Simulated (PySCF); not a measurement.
**Structure from NMR data**

An unknown has the formula C3H10O3Si. Its calculated NMR data are:

¹H NMR (400 MHz, computed): δ 4.87 (s, 2H), 3.96 (t, 2H), 3.82 (s, 3H), 3.80 (t, 2H), 1.84 (br s, 1H).

¹³C{¹H} NMR (computed): δ 67.8 (CH2), 65.1 (CH2), 50.1 (CH3).

[PySCF: shielding tensors at PBE0/pcSseg-1 (GIAO); GFN2-xTB geometry; non-relativistic; gas phase; equivalent nuclei averaged; single conformer]

Chemical shifts δ = σref − σ; ¹H (31.72 ppm), ¹³C (186.93 ppm) against TMS, all at this level.

Which candidate is it?
A. CO[SiH](OC)OC
B. CC(C)O[SiH](O)O
C. COCO[SiH2]OC
D. CO[SiH2]OCCO

## Answers

D. 

1. The formula gives 0 degrees of unsaturation.
2. 3 carbon signals for 3 carbons: no two carbons are equivalent.
3. Carbon types of the structure: 2 × CH2, 1 × CH3, leaving 3 H on heteroatoms.
4. δC 67.8, 65.1: sp3 CH2 bonded to O; pulled downfield by the heteroatom.
5. δC 50.1: methyl carbon bonded to O; deshielded by the electronegative neighbour.
6. δH 3.96, 3.80: hydrogen on an sp3 CH2 bonded to O; its carbon carries O, hence the downfield position.
7. δH 3.82: hydrogen on a methyl carbon bonded to O; its carbon carries O, which withdraws density.
8. δH 1.84: hydrogen on an alcohol oxygen; labile proton, position sensitive to the medium.

The others: COCO[SiH2]OC has carbons computed at 93.7, 57.0, 52.7, with a different DEPT pattern; CO[SiH](OC)OC would give 1 carbon signal, not 3; CC(C)O[SiH](O)O would give 2 carbon signals, not 3.

The OH or NH signal is concentration- and solvent-dependent in practice; the value given is the gas-phase one. Shifts are as computed. Against solution values, carbons near 30 ppm lie about +3 ppm off and those near 130 ppm about +5 ppm (rms about the fit 2.1 ppm; single classes can miss by 10 ppm). Of 1328 compounds with measured shifts, 309 miss one by over three times the rms of a fit or turn the order of signals round; such compounds aren't used in these exercises. Signals without a measured value on file couldn't be tested in this way; 1H shifts scatter by 0.2 ppm about their fit, and single ones miss by 0.5 ppm. No couplings were computed; multiplicities are counted from neighbouring protons, with m where these are inequivalent, close in shift, in a saturated or five-membered ring or joined by F or P, and br s for small geminal =CH2 splittings.
